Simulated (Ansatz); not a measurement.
Total energies of `[CH3][Sn]([F])([F])[Cl]`.

```xyz
8

C     0.624    0.192   -1.042
Sn   -0.439   -0.165    0.741
F    -1.858   -1.405    0.476
F     0.650   -1.019    2.047
Cl   -1.372    1.653    1.784
H     1.010   -0.760   -1.403
H    -0.057    0.626   -1.773
H     1.441    0.879   -0.830
```

Charge 0, multiplicity 1. Correlated methods include outer-core shells of Sn, which these sets cover unevenly. Sn takes the def2 core potential. Geometry: relaxed with PBE0-D4/def2-TZVP. Basis def2-TZVPP, Ansatz.

| functional | energy without D4 (Eh) | D4 term (kJ/mol) |
| --- | --- | --- |
| r2SCAN | -914.29001 | -4.2 |
| B2PLYP | -913.86373 | – |

Question: Give the same for LDA (SPW92), PBE, revPBE, BLYP, B97M-V, PBE0, B3LYP, r2SCANh, r2SCAN0, HSE06 (plane-wave form), BHLYP, CAM-B3LYP, LC-ωPBE, ωB97X-V, ωB97M-V, PBE-QIDH. (An estimate is asked.)

Answer: Computed: 
```
             functional  energy without D4 (Eh)  D4 term (kJ/mol)
            LDA (SPW92)              -910.86900                 –
                    PBE              -913.90671             -17.5
                 revPBE              -914.22015             -44.8
                   BLYP              -914.24978             -37.1
                 B97M-V              -914.15661                 –
                   PBE0              -913.95589             -15.0
                  B3LYP              -914.43113             -28.4
                r2SCANh              -914.26304              -4.5
                r2SCAN0              -914.22432              -5.1
HSE06 (plane-wave form)              -913.93617             -14.2
                  BHLYP              -914.17212             -24.6
              CAM-B3LYP              -914.27420             -15.5
                LC-ωPBE              -914.12312                 –
                ωB97X-V              -914.17853                 –
                ωB97M-V              -914.20245                 –
               PBE-QIDH              -913.65109                 –
```

B3LYP takes the VWN-RPA correlation (the form of Gaussian; ORCA's B3LYP/G). HSE06 is the plane-wave form, built on full-range PBE exchange. The double hybrids freeze the cores in their second-order part.

LC-ωPBE has ω = 0.4 bohr⁻¹.
